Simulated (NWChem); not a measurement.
Species: C$_{5}$H$_{5}$ cation

```xyz
10

C      0.9626     0.1440     0.0000
C      0.4888     1.3386     0.0000
C     -0.9140     0.5838     0.0000
C     -0.7317    -0.9378     0.0000
C      0.6005    -1.2229     0.0000
H      0.6669     2.4173     0.0000
H     -1.4323     0.9173     0.9274
H     -1.4323     0.9173    -0.9274
H     -1.5862    -1.6331     0.0000
H      1.2034    -2.1383     0.0000
```
Atoms are numbered in this order, from 1.

Results from NWChem. Coordinates come from a PBE-D3(BJ)/def2-SVP optimisation. Atomic charges in e: unrestrained fits to the electrostatic potential beside Mulliken populations; buried atoms are poorly determined by the fit.

**Question.** Estimate the computed values for B3LYP/def2-SVP. Quantities: ESP C1; Mulliken C1; ESP C2; Mulliken C2; ESP C3; Mulliken C3; ESP C4; Mulliken C4; ESP C5; Mulliken C5; relative RMS misfit of the potential (%).

**Answer.** The ESP C1 is 0.46, the Mulliken C1 is 0.25 and the ESP C2 is -0.32. The Mulliken C2 is -0.03, the ESP C3 is 0.11 and the Mulliken C3 is -0.01. The ESP C4 is -0.09, the Mulliken C4 is -0.01 and the ESP C5 comes out as -0.18. The Mulliken C5 is 0.09 and the relative RMS misfit of the potential (%) is 3.
